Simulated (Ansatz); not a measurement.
`C[C@@H]1CCC[C@@H]1C`, relaxed with RKS PBE-D4/def2-SVP in Ansatz 0.2.0 from a rough embedded geometry. The force threshold is 0.03 eV/Å; the program also tests the step.

Total charge 0; spin multiplicity 1.

Start:

```xyz
21

C     0.614   -1.659   -0.482
C    -0.091   -0.382   -0.928
C     0.916    0.722   -1.264
C     1.266    1.373    0.083
C     0.114    1.014    1.037
C    -0.927    0.283    0.178
C    -1.821   -0.653    0.979
H     1.263   -2.019   -1.279
H     1.223   -1.481    0.399
H    -0.106   -2.442   -0.258
H    -0.716   -0.618   -1.795
H     0.445    1.456   -1.920
H     1.798    0.334   -1.772
H     2.212    0.987    0.461
H     1.374    2.452   -0.024
H     0.464    0.353    1.831
H    -0.314    1.896    1.512
H    -1.564    1.032   -0.306
H    -2.491   -1.199    0.318
H    -1.232   -1.369    1.546
H    -2.425   -0.080    1.681
```

Q: By how much does the energy fall, and how many steps does the optimiser take? (Estimate.)

A: The calculation gave: 3.01 kcal/mol, in 3 steps.

Q: Which bonds change most? (Estimate.)

A: Computed: C1–H9 from 1.086 to 1.110 Å; C7–H20 from 1.087 to 1.110 Å; C7–H19 from 1.088 to 1.110 Å; C1–H10 from 1.087 to 1.109 Å.

Q: Give the relaxed structure. (Best estimate.)

A: The calculation gave: 
```xyz
21

C     0.640   -1.676   -0.482
C    -0.075   -0.396   -0.928
C     0.911    0.737   -1.278
C     1.280    1.388    0.081
C     0.120    1.019    1.047
C    -0.927    0.272    0.186
C    -1.862   -0.641    0.974
H     1.292   -2.062   -1.293
H     1.285   -1.507    0.406
H    -0.077   -2.481   -0.223
H    -0.717   -0.643   -1.802
H     0.397    1.479   -1.925
H     1.797    0.380   -1.843
H     2.246    0.996    0.460
H     1.413    2.484   -0.019
H     0.481    0.351    1.858
H    -0.321    1.903    1.550
H    -1.550    1.041   -0.326
H    -2.570   -1.177    0.307
H    -1.299   -1.404    1.550
H    -2.466   -0.061    1.702
```
